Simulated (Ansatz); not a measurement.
Reaction 2 R1 → 3 P1, each structure at its B3LYP-D3(BJ)/def2-TZVP stationary point, reached from a drawn start (curvature not checked).
R1, O3 (SMILES O=[O+][O-]) (charge 0, multiplicity 1):
```xyz
3

O      1.081    -0.187     0.000
O     -0.011     0.428     0.000
O     -1.070    -0.242     0.000
```
P1: O2 (SMILES O=O), charge 0, multiplicity 3.

P less R. No zero-point or thermal terms; singlets are restricted closed shells; open shells are unrestricted; no spin–orbit coupling.

Frozen-core correlation throughout.

The values were computed with Ansatz (Gaussian basis) for Hartree–Fock, density functionals and correlated methods. Each number belongs to the level named beside it.

Total energies in hartree:

```json
[
 {"structure": "R1", "PBE/def2-TZVPP": "-225.323024", "r2SCAN/def2-TZVPP": "-225.417573", "CCSD(T)/cc-pVQZ": "-225.201790"},
 {"structure": "P1", "PBE/def2-TZVPP": "-150.248611", "r2SCAN/def2-TZVPP": "-150.324131", "CCSD(T)/cc-pVQZ": "-150.173871"}
]
```

Problem. Work out the reaction energy at each level in kcal/mol (1 hartree = 627.50947 kcal/mol), and say how far PBE/def2-TZVPP lies from CCSD(T)/cc-pVQZ.

Solution. 
- PBE/def2-TZVPP: 3 × (-150.248611) − 2 × (-225.323024) = -0.099785 hartree = -62.62 kcal/mol
- r2SCAN/def2-TZVPP: 3 × (-150.324131) − 2 × (-225.417573) = -0.137247 hartree = -86.12 kcal/mol
- CCSD(T)/cc-pVQZ: 3 × (-150.173871) − 2 × (-225.201790) = -0.118033 hartree = -74.07 kcal/mol
PBE/def2-TZVPP less CCSD(T)/cc-pVQZ: 11.45 kcal/mol. CCSD(T)/cc-pVQZ is the level counted from, the highest shown, and no exact or measured value.

Doubts at one or more of the structures used: other coupled-cluster roots may lie near (CCSD(T)/cc-pVQZ).

Ansatz is a quantum-chemistry and plane-wave program.
